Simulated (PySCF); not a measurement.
Coordinates in bohr (charge 0 multiplicity 1):
```
Sc    0.0000    0.0000   -1.1453
O     0.0000    0.0000   -4.3024
Cl    0.0000    0.0000    3.4403
```

These are results of PBE0 in PySCF with Sc def2-TZVP, O def2-TZVP, Cl def2-TZVP; no relativity; density-fitted integrals, not measurements.

This geometry of ScOCl is a stationary point at this level.

Q: What is the point group?

A: C∞v.

Q: Is it a minimum?

A: No: it has 2 imaginary modes (one degenerate set), at 125i cm⁻¹ (π).

Q: Which band is strongest in the infrared?

A: 994 cm⁻¹ (σ+), 447 km/mol.

Q: What are the dipole moment and the gap between the highest occupied and lowest empty levels?

A: 0.24 D and 5.30 eV.

This need not be the most stable arrangement of these atoms. At this level a singlet minimum of Cs symmetry lies 21 kJ/mol below this structure.
